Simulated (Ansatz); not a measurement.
Molecule: sum formula InHCl₂, net charge 0, singlet state. 
Coordinates optimised at B3LYP-D3(BJ)/def2-TZVP (Ansatz, an electronic-structure program):
SMILES: [Cl][InH][Cl]
```xyz
4

Cl    -0.4276     2.0477    -0.0030
In    -0.4206    -0.2862    -0.0123
Cl     1.7472    -1.1496     0.0416
H     -1.8249    -1.2420    -0.0534
```

Wanted: atomisation energy (electronic, to ground-state atoms), in kcal/mol. Correlated levels leave the core frozen unless marked. UHF or UKS for open shells. Spin-orbit coupling is left out. The frozen core is the preceding noble-gas configuration, with the filled d and f shells of earlier blocks. In def2 rows, elements after Kr have scalar-relativistic effective core potentials. STO-3G rows are all-electron and non-relativistic. The coupled-cluster limit lacks core correlation, which all-electron functionals hold. CBS(X,Y): correlation extrapolated as X^-3; Hartree-Fock from the larger set.

```tsv
level	program	atomisation energy (kcal/mol)
BLYP/def2-TZVPD	Ansatz	205.1
r2SCAN-D3(BJ)/def2-TZVPD	Ansatz + dftd3	223.2
PBE0/STO-3G	Ansatz	347.9
PBE0-D3(BJ)/def2-TZVP	Ansatz + dftd3	219.0
PBE0-D3(BJ)/def2-TZVPD	Ansatz + dftd3	218.8
BHLYP/def2-TZVPD	Ansatz	207.2
r2SCANh/def2-TZVPD	Ansatz	221.0
HSE06-D3(BJ)/def2-TZVPD	Ansatz + dftd3	218.9
LC-wPBE-D4/def2-TZVPD	Ansatz + dftd4	221.4
MP2/CBS(def2-TZVPP,def2-QZVPP)	Ansatz	232.7
RI-MP2/def2-QZVPPD	Ansatz	229.2
CCSD/def2-TZVPP	Ansatz	211.7
CCSD(T)/STO-3G	Ansatz	300.2
CCSD(T)/def2-SVP	Ansatz	200.5
CCSD(T)/CBS(def2-TZVPPD,def2-QZVPPD)	Ansatz	225.7
```
